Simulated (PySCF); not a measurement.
C2H2BCl, SMILES C#CBCl. Atoms are numbered in the order given.

```xyz
6

B     -0.7751    -0.0679     0.0000
C     -0.1643     1.3153     0.0000
C      0.3051     2.4406     0.0000
H      0.7231     3.4311     0.0000
Cl     0.2513    -1.4935     0.0000
H     -1.9641    -0.2370     0.0000
```

Geometry: B3LYP-D3(BJ)/def2-SVP.

Level of theory: PySCF 2.14.0 with B3LYP-D3(BJ)/def2-SVP.

Frequencies are harmonic and unscaled.

Computed normal modes with their intensities:
| mode | ν (cm⁻¹) | IR (km/mol) | moving atoms (share of kinetic energy) |
|---|---|---|---|
| 1 | 169 | 1.2 | C 49 %, Cl 23 %, B 15 %, H 14 % |
| 2 | 276 | 4.1 | C 69 %, H 29 % |
| 3 | 449 | 5.7 | C 70 %, Cl 21 % |
| 4 | 694 | 39.4 | H 75 %, C 25 % |
| 5 | 784 | 60.8 | B 62 %, Cl 17 %, C 12 %, H 9 % |
| 6 | 792 | 30.2 | H 75 %, C 24 % |
| 7 | 818 | 21.8 | H 55 %, B 36 %, C 8 % |
| 8 | 950 | 40.5 | H 54 %, B 26 %, C 17 % |
| 9 | 1152 | 258.7 | B 52 %, H 41 % |
| 10 | 2166 | 112.8 | C 89 %, H 9 % |
| 11 | 2654 | 110.1 | H 91 %, B 9 % |
| 12 | 3457 | 45.5 | H 86 %, C 14 % |
